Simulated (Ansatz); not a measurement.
Input for Ansatz (development build ahead of 0.2.0):

```yaml
crystal:
  periodic: [false, false, false]
  atoms:
    - { symbol: Al, position_ang: [-0.04139, -0.00604, -0.00754] }
    - { symbol: Cl, position_ang: [1.0288, 1.06469, 1.03406] }
    - { symbol: Cl, position_ang: [1.02154, -1.07637, -1.06086] }
    - { symbol: Cl, position_ang: [-1.04578, 1.08039, -1.02661] }
    - { symbol: Cl, position_ang: [-1.05721, -1.07809, 1.02245] }
basis:
  gaussian: { orbitals: "6-31G" }
total_charge: -1
hamiltonian:
  xc: hf
```

The input is written out in the form of the current development build from the run's settings.

The run gave:

* Converged: yes
* Total energy: -2079.80055 hartree
* Spin squared of the determinant: 0.000

Caution: no unrestricted run beside it, a lower state can exist; no diffuse functions for an anion.
